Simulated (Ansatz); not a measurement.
PBE exchange is replaced step by step with exact exchange (0 % is PBE, 25 % PBE0; no dispersion term), basis def2-TZVP, Ansatz. System: Au3S⁺. Charge 1, multiplicity 1. Geometry: r2SCAN-D4/def2-SVP, each spin state at its own.

The relaxed triplet has other bonds than the singlet, so its gap is one between isomers. The relaxed quintet has other bonds than the singlet, so its gap is one between isomers.

Geometry of the singlet:

Cartesian coordinates in Å:
```
Au 1.0510 1.3626 -0.9848
Au 0.9381 -1.1025 1.3563
Au -1.5748 -0.7873 -0.9074
S -0.4142 0.5272 0.5360
```

In the def2 sets Au takes a core potential; there is no spin–orbit coupling. The structure comes from a short search, and lower isomers may exist.

```tsv
exact exchange (%)	HOMO (eV)	LUMO (eV)	gap (eV)	triplet − singlet (kJ/mol)	quintet − singlet (kJ/mol)
0	-11.20	-8.92	2.28	160.7	312.3
5	-11.38	-8.70	2.68	167.2	320.1
15	-11.75	-8.26	3.49	179.9	336.2
25	-12.13	-7.83	4.30	192.3	352.9
35	-12.50	-7.39	5.11	204.1	370.1
50	-13.07	-6.74	6.32	220.3	396.9
```

(1) Fit a straight line to the column «quintet − singlet (kJ/mol)» against the share of exact exchange and predict its value at 10 %.

## Answers

(1) With x = exact exchange (%) and y = quintet − singlet (kJ/mol): mean x = 21.67, mean y = 348.1; Σ(x − x̄)(y − ȳ) = 3014, Σ(x − x̄)² = 1783; slope b = 1.69, intercept a = ȳ − b·x̄ = 311.5. The residuals of the fitted rows reach 0.9. At x = 10 the line gives 311.5 + (1.69 × 10) = 328.4; the run gave 328.0, 0.4 less than the line.
